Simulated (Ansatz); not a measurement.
Two isomers of CH5FOSi2: A = `OC1(F)[SiH2][SiH2]1`, B = `FC1([SiH3])O[SiH2]1`.

Computed with Ansatz on PBE0-D4/def2-TZVP structures; ΔE is electronic, products minus reactants. CCSD(T)/CBS is the MP2 limit (def2-TZVPP, def2-QZVPP) plus CCSD(T) − MP2 in def2-TZVPP, frozen cores. Functionals use def2-TZVPP. B3LYP here is the variant with VWN-RPA as its local correlation; programs differ in this. One conformer a species, not always the lowest.

(1) Which is lower in electronic energy at CCSD(T)/CBS, and by how much? (Best estimate.)

(2) Give E(B) − E(A) in kJ/mol with B2PLYP, HF/def2-TZVPP, B3LYP-D4, PBE0-D4, B3LYP, ωB97M-V, PBE-D4. (Best estimate.)

Largest T1 diagnostic: 0.015.

Results:

(1) Computed: B, by 99.1 kJ/mol.

(2) The calculation gave: B2PLYP -103.9, HF/def2-TZVPP -114.4, B3LYP-D4 -97.1, PBE0-D4 -79.2, B3LYP -97.9, ωB97M-V -98.9, PBE-D4 -76.9. None reverses the order clearly.

In def2-TZVPP, CCSD(T) changes the Hartree–Fock value by +13.8 kJ/mol (the triples alone add +1.3 kJ/mol) and MP2 by +4.9 kJ/mol.
